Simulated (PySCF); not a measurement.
A side-by-side comparison of computed properties.

First species: Ge(CCH)Cl3, C2HCl3Ge.
InChI=1S/C2HCl3Ge/c1-2-6(3,4)5/h1H

Second species: C6H8ClF.
InChI=1S/C6H8ClF/c1-6(2-3-6)5(7)4-8/h2-3,5H,4H2,1H3/t5-/m0/s1

Levels: B3LYP/def2-SVPD for dipole moment, HOMO energy, LUMO energy, HOMO–LUMO gap, static isotropic polarisability and electronic spatial extent ⟨r²⟩ about the centre of nuclear charge; TDDFT B3LYP/def2-SVPD for lowest singlet excitation; TDA B3LYP/def2-SVPD for lowest triplet excitation (Tamm–Dancoff); PBE0-D3(BJ)/def2-SVP for rotational constant A and rotational constant C. Geometries: PBE0-D3(BJ)/def2-SVP. Each species is one conformer at its optimised geometry, gas phase, non-relativistic unless stated. Electronic properties by PySCF.

The conformers computed, where there is a choice (atom-mapped SMILES and torsion angles):
- `[CH3:1][C:2]1([C@@H:3]([Cl:4])[CH2:5][F:6])[CH:7]=[CH:8]1`: C1–C2–C3–Cl4 -68°, C2–C3–C5–F6 55°

| property | column X | column Y |
| --- | --- | --- |
| dipole moment | 2.42 D | 1.13 D |
| HOMO energy | -8.89 eV | -7.43 eV |
| LUMO energy | -1.96 eV | -0.75 eV |
| HOMO–LUMO gap | 6.93 eV | 6.68 eV |
| lowest singlet excitation | 5.88 eV | 5.92 eV |
| lowest triplet excitation (Tamm–Dancoff) | 4.85 eV | 4.18 eV |
| static isotropic polarisability | 91.9 au | 83.7 au |
| electronic spatial extent ⟨r²⟩ about the centre of nuclear charge | 1312 bohr² | 1139 bohr² |
| rotational constant A | 1.213 GHz | 1.835 GHz |
| rotational constant C | 1.146 GHz | 1.096 GHz |

Which column belongs to which species?

Column X is the first species and column Y the second. The first has 7 atoms and 96 electrons, the second 16 and 70.

How does each property change from the first species to the second?

dipole moment -1.29 D; HOMO energy +1.46 eV; LUMO energy +1.21 eV; HOMO–LUMO gap -0.25 eV; lowest singlet excitation +0.04 eV; lowest triplet excitation (Tamm–Dancoff) -0.67 eV; static isotropic polarisability -8.2 au; electronic spatial extent ⟨r²⟩ about the centre of nuclear charge -173 bohr²; rotational constant A +0.622 GHz; rotational constant C -0.050 GHz.

On the first: S1 lies 1.05 eV below the HOMO–LUMO gap. The dipole matches unit charges of opposite sign 0.50 Å apart (1 e·Å = 4.8032 D). Relativistic effects, spin–orbit coupling among them, are left out although an element past zinc is present.

On the second: S1 lies 0.76 eV below the HOMO–LUMO gap; its leading configuration is HOMO−1→LUMO, weight 0.67. The dipole matches unit charges of opposite sign 0.24 Å apart (1 e·Å = 4.8032 D).
